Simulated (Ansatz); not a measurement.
Consider the formal loss of a carbene: `C/C(Cl)=N\[SiH3]` → `[SiH3]/N=C/Cl` + `[CH2]` (triplet).

Program: Ansatz. Geometries: PBE0-D4/def2-TZVP. ΔE: electronic, gas phase. CCSD(T)/CBS is the MP2 limit (def2-TZVPP, def2-QZVPP) plus CCSD(T) − MP2 in def2-TZVPP, frozen cores. This one scheme is used for every species. Double bonds are as drawn, so ΔE can hold a change between cis and trans. Functionals use def2-TZVPP. Triplets are unrestricted, without spin–orbit coupling.

CCSD(T)/CBS gives +459.0 kJ/mol.

Another level gave +446.0 kJ/mol. Which?
A. CCSD(T)/def2-TZVPP
B. r2SCAN0/def2-TZVPP
C. SCS-MP2/def2-TZVPP
D. r2SCANh-D4/def2-TZVPP

A. CCSD(T)/def2-TZVPP 446.0, r2SCANh-D4 438.2, SCS-MP2/def2-TZVPP 459.4, r2SCAN0 433.2 kJ/mol.

What do rigid-rotor, harmonic-oscillator terms from PBE0-D4/def2-TZVP frequencies (298.15 K, 1 bar) make of the CCSD(T)/CBS value? (Estimate.)

Computed: ΔZPE = -28.4 kJ/mol, ΔH = +436.9 kJ/mol, ΔS = 162 J/(mol·K), ΔG = +388.6 kJ/mol. Open shells count their whole term as degenerate.

Largest T1 diagnostic among the species: 0.013.

At CCSD(T), def2-SVP lies −19.2 kJ/mol from the extrapolated value and def2-TZVPP −13.0 kJ/mol. The D4 term adds +13.0 kJ/mol with B3LYP and +7.1 kJ/mol with PBE0; it sums over pairs of atoms, weighted by their polarisabilities, and B3LYP, whose exchange is more repulsive, gets the larger term.

B3LYP here is the variant with VWN-RPA as its local correlation; programs differ in this.
